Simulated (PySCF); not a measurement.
Constitutional and geometric isomers with formula C2H4S3. Gas-phase values, no solvent. One relaxed conformer stands for each flexible species; it need not be the lowest. Strings in code marks are SMILES.

The numbers are results of PBE-D3(BJ)/def2-TZVP // PBE0-D3(BJ)/def2-TZVP run with PySCF, not measurements. Excitations are Tamm–Dancoff values on a coarser integration grid. The basis has no diffuse functions, so Rydberg states are missing or too high.

```tsv
species	S1–T1 gap (TDA) (eV)	S1 oscillator strength
`S(S)C(S)=C`	0.38	0.005
`C(C=S)SS`	0.53	0.002
`S=C(S)CS`	0.42	0.002
`S/C=C/SS`	…	0.083
`S/C=C\SS`	…	0.048
`SC1SCS1` (H–S–C–S torsion 94°)	0.30	…
`C(S)(S)=CS`	0.59	0.001
```

Complete the blanks.


- `S/C=C/SS`, S1–T1 gap (TDA) (eV): 0.81
- `S/C=C\SS`, S1–T1 gap (TDA) (eV): 0.66
- `SC1SCS1` (H–S–C–S torsion 94°), S1 oscillator strength: 0.001
